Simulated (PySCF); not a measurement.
W(O)2(OH) (HO3W), SMILES [O]=[W]([OH])=[O] (connectivity only; charge and spin as stated), neutral, multiplicity 2. Atoms are numbered in the order given.

```xyz
5

W      0.0000     0.0000     0.0248
O      0.0000     1.4156     0.9853
O      0.0000    -1.4156     0.9853
O      0.0000     0.0000    -1.8492
H      0.0000     0.0000    -2.8063
```
Charge 0, spin multiplicity 2.

The structure is a stationary point at PBE0-D3(BJ)/def2-SVP. A frequency run showed that this geometry is not a minimum. The spin state was assumed, not searched. The isomer is the one that the SMILES or the coordinates give; other isomers of the formula were not compared. The def2 effective core potentials stand for the cores of W; spin–orbit coupling is left out. The values are those of a single conformer.

All values below come from ωB97X/def2-TZVPD in PySCF.

Mulliken values depend strongly on the basis, most of all with diffuse functions as here. ESP charges are fitted to the potential on shells at 1.4 to 2.0 van der Waals radii. Atomic charges (e):

| atom | ESP fit | Mulliken | Mulliken spin |
|---|---|---|---|
| W1 | (withheld) | 1.47 | 0.99 |
| O2 | (withheld) | -0.60 | 0.01 |
| O3 | (withheld) | -0.60 | 0.01 |
| O4 | (withheld) | -0.56 | -0.02 |
| H5 | (withheld) | 0.30 | 0.00 |

### Question
Fill in the missing entries. (Estimate from the structure and the level; the computed values follow.)

### Answer

- W1, ESP fit: 1.27
- O2, ESP fit: -0.51
- O3, ESP fit: -0.51
- O4, ESP fit: -0.74
- H5, ESP fit: 0.48
